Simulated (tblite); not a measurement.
Torsional barriers computed with GFN2-xTB (tblite), climbing-image nudged elastic band, gas phase; electronic energies of the top image counted from the start geometry. The bands met a force threshold of 0.05 eV/Å; their tops weren't refined or checked by frequencies and can lie a kcal/mol or more above the method's true saddle points. Atom numbers follow the mapped SMILES.

Question: Rank the forward barriers of these bands, lowest first.
A. `[CH3:1][O:2][c:3]1[cH:4][cH:5][cH:6][c:7]([F:8])[cH:9]1`: C9–C3–O2–C1 from 0° to 180°
B. `[CH3:1][S:2][C:3]1=[CH:4][CH2:5][CH2:6][CH2:7]1`: C7–C3–S2–C1 from 179° to -23°
C. `[CH3:1][CH2:2][CH2:3][Cl:4]`: C1–C2–C3–Cl4 from 180° to -66°

Answer: C (2.6 kcal/mol), B (3.1 kcal/mol), A (5.3 kcal/mol).

```tsv
SMILES	ends of the turned bond	barrier (kcal/mol)	end above start (kcal/mol)	dihedral at top (°)	bond at start (Å)	bond at top (Å)	Eyring rate at 298 K (s⁻¹)
CCCCl	chain CH2 carbon / sp3 C–Cl carbon	2.6	0.1	-122	1.519	1.532	8 × 10^10
CSC1=CCCC1	fully substituted alkene carbon / sulfide sulfur	3.1	1.5	-101	1.752	1.777	3 × 10^10
COc1cccc(F)c1	aromatic carbon bearing oxygen / aryl ether oxygen	5.3	0.3	95	1.356	1.379	9 × 10^8
```

Rates take the electronic barrier for the free energy of activation. GFN2-xTB barriers can miss by several kcal/mol, and conformer orders can be wrong, so the ranking may change at better levels.
